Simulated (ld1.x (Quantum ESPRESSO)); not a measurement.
## Varying the RRKJ potential for technetium

Base potential:

ld1.x (Quantum ESPRESSO) 7.5 input, shortened:

```
&input
   title='Tc', zed=43., rel=1, dft='PBE', iswitch=3,
   config='[Kr] 4d5 5s2 5p0'
 /
 &inputp
   pseudotype=2, tm=.false., rho0=0.02, lloc=0,
   nlcc=.false.
 /
3
4P  2  1   6.00   0.00  1.50  1.50  0.0
4D  3  2   5.00   0.00  1.25  1.25  0.0
4S  1  0   2.00   0.00  1.90  1.90  0.0
 &test
   configts(1)='4s2 4p6 4d5 5s2 5p0'
 /
```

Occupied shells without a wave of their own: 5s. They enter only through the test configuration that unscreens the potential.

Cutoffs, loose and tight: the cutoffs (Ry, on a coarse ladder) from which the occupation-weighted sum of valence levels, in a spherical-Bessel basis at the reference potential, stays within 10 and 1 mRy of its value at 400 Ry. They do not see the model core or the augmentation charge, which bear on the density cutoff. Test errors are all-electron minus pseudo excitation energies from the reference, over the configurations 4s2 4p6 4d5 5s1 5p0; 4s2 4p6 4d5 5s0 5p0; 4s2 4p6 4d4 5s0 5p0; 4s2 4p6 4d5 5s0 5p2; 4s2 4p6 4d6 5s0 5p0; 4s2 4p6 4d5 5s0 5p1; 4s2 4p6 4d5 5s1 5p1. A dash means not determined; rows that change the core or the reference have their own tests.

Cutoffs are not given where the Bessel-basis levels miss the radial ones by over 6 mRy, ghosts where they miss by over 20 mRy; a channel whose overlap is not positive is not tested.

On the changes marked as counting shells twice: ld1.x takes every shell without a wave as core, so the model core holds the marked electrons as well and exchange and correlation see them twice. This cancels in the reference configuration, but the file is broken for other ones, and its errors say nothing about a proper core correction.

| change | outcome | cutoff, loose | cutoff, tight | bound ghosts | largest test error (meV) |
| --- | --- | --- | --- | --- | --- |
| base | generated, misses its reference levels by 2.76 eV | – | – | not determined | -11940 |
| type ultrasoft; waves now 4s (bound): rcut 1.65, rcutus 1.90 bohr; 5s (bound): rcut 1.65, rcutus 1.90 bohr; 4p (bound): rc 1.50 bohr; 5p (bound): rc 1.50 bohr; 4d (bound): rcut 1.10, rcutus 1.25 bohr; 4d channel at -0.15 Ry: rcut 1.10, rcutus 1.25 bohr; local potential all-electron potential smoothed inside 1.30 bohr (lloc = -1); augmentation PSQ, inside the norm-conserving radii; rho0 0 | failed: find_q: problem finding q | – | – | – | – |
| wave 4d (bound): rc 1.25 bohr becomes 4d (bound): rc 1.28 bohr | generated, misses its reference levels by 2.76 eV | – | – | not determined | -11942 |
| core correction a·sin(br)/r model core inside 1.20 bohr (5s counted twice) | generated, misses its reference levels by 2.75 eV | – | – | not determined | -12609 |
| all radii scaled by about 0.88 (s 1.68, p 1.32, d 1.10 bohr) | generated, misses its reference levels by 1.26 eV | 80 Ry | 140 Ry | none | -5670 |
| wave 4s (bound): rc 1.90 bohr becomes 4s (bound): rc 2.54 bohr | failed: run_pseudo: Errors in PS-KS equation | – | – | – | – |
| wave 4p (bound): rc 1.50 bohr becomes 4p (bound): rc 1.88 bohr | generated, misses its reference levels by 2.76 eV | – | – | not determined | -11937 |
| core correction a·sin(br)/r model core inside 0.48 bohr (5s counted twice) | generated, misses its reference levels by 2.75 eV | – | – | not determined | -12681 |
| local potential all-electron potential smoothed inside 1.50 bohr (lloc = -1) | generated | 90 Ry | 120 Ry | none | +609 |
| wave 4p (bound): rc 1.50 bohr becomes 4p (bound): rc 0.94 bohr | generated, misses its reference levels by 2.76 eV | – | – | not determined | -11939 |
